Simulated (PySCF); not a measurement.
Method: core-valence-separated Tamm–Dancoff BHandHLYP/aug-pcX-1 (pcseg-1 on H, def2-SVPD on Si) in PySCF, non-relativistic, gas phase, PBE0-D3(BJ)/def2-SVP geometry. No empirical shift is added; at this level the pattern usually sits a few eV under experiment.

Main lines of an unknown, eV (oscillator strength): C K: 283.6 (0.070), 283.7 (0.043), 283.7 (0.105), 285.1 (0.023), 285.6 (0.038). Listed: the first five lines at most of each edge with a tenth or more of its strongest line's intensity; roots within 0.03 eV on the same or equivalent atoms are summed. Only the lowest roots were sought, and the top ones are left out.

Task: Which candidate gives them?
A. `C1C(C#C)C[SiH2]1`
B. `CC#C[SiH]([SiH3])[SiH3]`

Result: A. 

- `C#CC1C[SiH2]C1`: C K: 283.6 (0.070), 283.7 (0.043), 283.7 (0.105), 285.1 (0.023), 285.6 (0.038). First C line listed at 283.6 eV, hole on the terminal alkyne carbon (1s→π*).
- `CC#C[SiH]([SiH3])[SiH3]`: C K: 283.1 (0.048), 283.1 (0.049), 283.4 (0.057), 283.4 (0.056), 285.3 (0.008). First C line listed at 283.1 eV, hole on the alkyne carbon (1s→π*).

One conformer each; other structures than these candidates weren't tested.
